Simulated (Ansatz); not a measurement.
Program: Ansatz. Geometries: PBE0-D4/def2-TZVP. ΔE: electronic, gas phase. CBS: MP2 limit from def2 TZ/QZ plus the TZ coupled-cluster correction, frozen cores. This one scheme is used for every species, atoms too. DFT in def2-TZVPP. B3LYP here is the variant with VWN-RPA as its local correlation; programs differ in this. HSE06 is defined as in plane-wave codes. No spin–orbit coupling; open shells (•) take unrestricted orbitals. Spin–orbit coupling would lower the free atoms: a little for Cl, S, Si. Each species was taken in one conformer, which may not be the lowest.

Reaction (atomization): `S[SiH](Cl)Cl` → 2 Cl• + 2 H• + S• + Si•

What is ΔE at CCSD(T)/CBS? (Best estimate.)

Computed: +19.11 eV.

What do these levels give: B97M-V, PBE-QIDH, BLYP, B3LYP, HSE06, HF/def2-TZVPP? (An estimate is asked.)

Ansatz gave: B97M-V 19.42, PBE-QIDH 18.98, BLYP 18.13, B3LYP 18.38, HSE06 18.86, HF/def2-TZVPP 13.92 eV.

Largest T1 diagnostic among the species: 0.012.

The D4 term adds +0.35 eV with B3LYP and +0.18 eV with PBE0; it sums over pairs of atoms, weighted by their polarisabilities, and B3LYP, whose exchange is more repulsive, gets the larger term. Leaving LDA and LC-ωPBE aside and taking each functional with its dispersion term where it has one, the values, not all of them listed here, spread over 1.03 eV, from BHLYP-D4 to B97M-V. LDA lies +2.67 eV from PBE without D4, its usual overbinding. In def2-TZVPP, CCSD(T) changes the Hartree–Fock value by +4.45 eV (the triples alone add +0.37 eV) and MP2 by +4.98 eV; breaking electron pairs costs correlation energy, which Hartree–Fock lacks.

For atomizations the MP2-based limit and the directly extrapolated one differ by several kJ/mol either way, and by 10 to 25 for some Ge, Se and Sn compounds, so smaller differences from it don't rank the levels.
